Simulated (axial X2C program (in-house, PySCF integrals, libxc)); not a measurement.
## Outer orbitals of GaSe⁺ at 2.472 Å, HF

All values were computed with an in-house relativistic program for diatomic molecules. Spin-free means the one-electron spin-free X2C Hamiltonian; two-component (2c) means X2C with spin–orbit coupling and atomic mean-field two-electron Coulomb and Gaunt terms, so the difference of the two also holds small scalar two-electron terms. Basis: Se dyall-cv3z [8s9p6d4f1g], Ga dyall-cv3z [9s9p7d4f1g] (cores contracted in-house); Gaussian nuclei, density fitting, unrestricted open shells. Masses: Se 79.917 u, Ga 68.926 u.

The distance is close to the 2c PBE0 minimum; the highest filled and lowest empty levels are listed.

Spin-free orbitals, state M_S = 1, Λ = 1 (beyond evenly filled blocks: σα, π+α, π+β, π-α) (Löwdin shares):

```
symmetry  occupied  ε (eV)              atomic character
      σα       yes  -31.99    82% Se s, 7% Ga p, 5% Ga d
      σβ       yes  -27.57    79% Se s, 8% Ga p, 8% Ga s
      σα       yes  -20.59   49% Ga s, 45% Se p, 4% Se s
      σβ       yes  -18.25   64% Ga s, 24% Se p, 7% Se s
     π-α       yes  -16.98    92% Se p, 4% Ga p, 4% Ga d
     π+α       yes  -16.98    92% Se p, 4% Ga p, 4% Ga d
      σα       yes  -16.41  36% Se p, 34% Ga s, 27% Ga p
     π+β       yes  -15.00    88% Se p, 7% Ga p, 4% Ga d
      σβ        no   -6.78  43% Se p, 33% Ga p, 21% Ga s
     π-β        no   -6.34   64% Se p, 32% Ga p, 4% Ga d
     π+α        no   -4.80    92% Ga p, 4% Se p, 3% Se d
     π-α        no   -4.80    92% Ga p, 4% Se p, 3% Se d
```

Spinors with spin–orbit coupling (state Ω = 2):

```json
{"ω": "1/2", "occupied": "yes", "ε (eV)": "-31.94", "atomic character": "82% Se s, 7% Ga p, 5% Ga d", "λ mixture": "100% σ"}
{"ω": "-1/2", "occupied": "yes", "ε (eV)": "-27.59", "atomic character": "80% Se s, 8% Ga p, 8% Ga s", "λ mixture": "100% σ"}
{"ω": "1/2", "occupied": "yes", "ε (eV)": "-20.57", "atomic character": "49% Ga s, 45% Se p, 4% Se s", "λ mixture": "100% σ"}
{"ω": "-1/2", "occupied": "yes", "ε (eV)": "-18.30", "atomic character": "61% Ga s, 27% Se p, 7% Se s", "λ mixture": "96% σ, 4% π"}
{"ω": "-1/2", "occupied": "yes", "ε (eV)": "-17.07", "atomic character": "88% Se p, 4% Ga p, 4% Ga s", "λ mixture": "96% π, 4% σ"}
{"ω": "3/2", "occupied": "yes", "ε (eV)": "-16.80", "atomic character": "92% Se p, 4% Ga p, 4% Ga d", "λ mixture": "100% π"}
{"ω": "1/2", "occupied": "yes", "ε (eV)": "-16.38", "atomic character": "36% Se p, 34% Ga s, 27% Ga p", "λ mixture": "100% σ"}
{"ω": "1/2", "occupied": "yes", "ε (eV)": "-15.14", "atomic character": "88% Se p, 6% Ga p, 4% Ga d", "λ mixture": "100% π"}
{"ω": "-1/2", "occupied": "no", "ε (eV)": "-6.76", "atomic character": "43% Se p, 33% Ga p, 20% Ga s", "λ mixture": "99% σ, 1% π"}
{"ω": "-3/2", "occupied": "no", "ε (eV)": "-6.28", "atomic character": "63% Se p, 33% Ga p, 4% Ga d", "λ mixture": "100% π"}
{"ω": "-1/2", "occupied": "no", "ε (eV)": "-4.82", "atomic character": "92% Ga p, 4% Se p, 3% Se d", "λ mixture": "100% π"}
{"ω": "3/2", "occupied": "no", "ε (eV)": "-4.75", "atomic character": "92% Ga p, 4% Se p, 3% Se d", "λ mixture": "100% π"}
```

Q: How does the gap between the highest filled and lowest empty level change from the spin-free to the 2c table?

A: From 8.22 to 8.38 eV at HF, a change of 0.16 eV.

Mulliken charges and populations of the two-component result (they depend on the basis, above all on diffuse functions):

Se 0.19 e (s 7.98 p 15.80 d 10.03), Ga 0.81 e (s 7.74 p 12.38 d 10.05 f 0.01). ⟨Lz⟩ = 1.01 ħ and ⟨Sz⟩ = 0.99 ħ (0.83 and 0.16 on the two atoms), which add up to Ω.

The state is one determinant with fixed occupations, lowest in a PBE0 search at one distance only: followed along the bond, the spin-free determinant M_S = 1, Λ = 0 reaches 0.29 eV lower at PBE0, so the state shown is not the lowest. With several unpaired electrons one determinant need not be a pure state. Open-shell Ω = 0 determinants with evenly filled partner blocks cannot be reached by this program, so the Ω shown need not be the lowest component.
